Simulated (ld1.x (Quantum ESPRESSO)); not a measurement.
**tantalum (Ta), PAW: configuration errors across variants**

tantalum (Ta), PAW, made with ld1.x (Quantum ESPRESSO) 7.5 (PBE, scalar-relativistic). Core [Kr] 4d10 4f14, reference 5s2 5p6 5d3 6s1.5 6p0.5. Waves: 5s (bound): rcut 1.40, rcutus 1.65 bohr; 6s (bound): rcut 1.40, rcutus 1.65 bohr; 5p (bound): rcut 2.10, rcutus 2.20 bohr; 6p (bound): rcut 2.10, rcutus 2.20 bohr; 5d (bound): rcut 2.20, rcutus 2.55 bohr; 5d channel at 0.1 Ry: rcut 2.20, rcutus 2.55 bohr. Local part: all-electron potential smoothed inside 1.40 bohr (lloc = -1). Core correction: Bessel-smoothed model core inside 1.20 bohr. Augmentation charge: BESSEL, radius 1.00 bohr.

All-electron excitation energies from the reference (eV): (1) 5s2 5p6 5d3 6s2 6p0 -2.056; (2) 5s2 5p6 5d3 6s1 6p0 6.411; (3) 5s2 5p6 5d3 6s0 6p0 21.383; (4) 5s2 5p6 5d3 6s1.5 6p0 1.405; (5) 5s2 5p6 5d4 6s1 6p0 0.037; (6) 5s2 5p6 5d2 6s2 6p1 0.929; (7) 5s2 5p6 5d1 6s0 6p0 80.029.

The overlap operator is not positive definite (basis up to 400 Ry) in “base”, “all radii but the core radius scaled by about 0.96 (s 1.58, p 2.12, d 2.46 bohr, rcut 1.34/2.02/2.12); local potential all-electron potential smoothed inside 1.34 bohr (lloc = -1); augmentation BESSEL, radius 0.96 bohr”, “all radii but the core radius scaled by about 1.03 (s 1.70, p 2.28, d 2.64 bohr, rcut 1.44/2.18/2.28); local potential all-electron potential smoothed inside 1.44 bohr (lloc = -1); augmentation BESSEL, radius 1.04 bohr”, “all radii but the core radius scaled by about 1.12 (s 1.86, p 2.46, d 2.86 bohr, rcut 1.58/2.36/2.46); local potential all-electron potential smoothed inside 1.58 bohr (lloc = -1); augmentation BESSEL, radius 1.12 bohr”. Such files are unfit for use, however small their errors in these radial tests.

Tests that are not counted but printed errors over 1 eV. “all radii but the core radius scaled by about 1.03 (s 1.70, p 2.28, d 2.64 bohr, rcut 1.44/2.18/2.28); local potential all-electron potential smoothed inside 1.44 bohr (lloc = -1); augmentation BESSEL, radius 1.04 bohr”: 5s2 5p6 5d3 6s2 6p0 (pseudo-atom not self-consistent, printed error -2.2 eV).

5 further variants failed, have other tests or too few solved ones, and are left out.

A true bound ghost makes a file unfit for plane-wave use even where its test errors are small: the radial tests pick states by their node count and pass the ghost by.

Errors AE − PS in meV (a dash: test not solved or not reliable):

```csv
change,(1),(2),(3),(4),(5),(6),(7),bound ghosts
base,+1.8,-1.6,-7.5,+0.6,+1.4,+38,-97,not determined (overlap not positive)
"all radii but the core radius scaled by about 0.96 (s 1.58, p 2.12, d 2.46 bohr, rcut 1.34/2.02/2.12); local potential all-electron potential smoothed inside 1.34 bohr (lloc = -1); augmentation BESSEL, radius 0.96 bohr",+0.7,-2.0,-7.5,-0.2,-3.8,+12,–,not determined (overlap not positive)
"all radii but the core radius scaled by about 1.03 (s 1.70, p 2.28, d 2.64 bohr, rcut 1.44/2.18/2.28); local potential all-electron potential smoothed inside 1.44 bohr (lloc = -1); augmentation BESSEL, radius 1.04 bohr",–,–,–,–,–,–,–,not determined (overlap not positive)
"all radii but the core radius scaled by about 1.12 (s 1.86, p 2.46, d 2.86 bohr, rcut 1.58/2.36/2.46); local potential all-electron potential smoothed inside 1.58 bohr (lloc = -1); augmentation BESSEL, radius 1.12 bohr",+2.0,-3.7,-15,0.0,-22,–,–,"d (p not tested, overlap not positive)"
"all radii but the core radius scaled by about 1.20 (s 1.98, p 2.64, d 3.04 bohr, rcut 1.68/2.52/2.64); local potential all-electron potential smoothed inside 1.68 bohr (lloc = -1); augmentation BESSEL, radius 1.20 bohr",+0.5,-3.4,-14,-0.8,-16,-14,-211,d
```

Question: Give the same row for: all radii but the core radius scaled by about 1.26 (s 2.08, p 2.76, d 3.20 bohr, rcut 1.76/2.64/2.76); local potential all-electron potential smoothed inside 1.76 bohr (lloc = -1); augmentation BESSEL, radius 1.26 bohr.

Answer: +0.4, -3.9, -16, -0.9, –, –, –; bound ghosts: d.
